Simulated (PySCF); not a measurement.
C7H5N, SMILES N#Cc1ccccc1. Geometry optimised at PBE0-D3(BJ)/def2-SVP.

Give the equilibrium geometry at PBE0-D3(BJ)/def2-SVP (PySCF confirms it by a frequency run) as bond lengths and angles, and its point group. (Estimate from the structure and the level; the computed values follow.)

point group C2v.
Atoms: N1 C2 C3 C4 C5 C6 C7 C8 H9 H10 H11 H12 H13. Bonds (Å): N1–C2 1.159, C2–C3 1.433, C3–C4 1.403, C3–C8 1.403, C4–C5 1.391, C4–H9 1.091, C5–C6 1.395, C5–H10 1.092, C6–C7 1.395, C6–H11 1.092, C7–C8 1.391, C7–H12 1.092, C8–H13 1.091. Bond angles (°): N1–C2–C3 180.0, C2–C3–C4 120.0, C2–C3–C8 120.0, C4–C3–C8 120.1, C3–C4–C5 119.7, C3–C4–H9 119.5, C5–C4–H9 120.8, C4–C5–C6 120.2, C4–C5–H10 119.7, C6–C5–H10 120.1, C5–C6–C7 120.2, C5–C6–H11 119.9, C7–C6–H11 119.9, C6–C7–C8 120.2, C6–C7–H12 120.1, C8–C7–H12 119.7, C3–C8–C7 119.7, C3–C8–H13 119.5, C7–C8–H13 120.8.
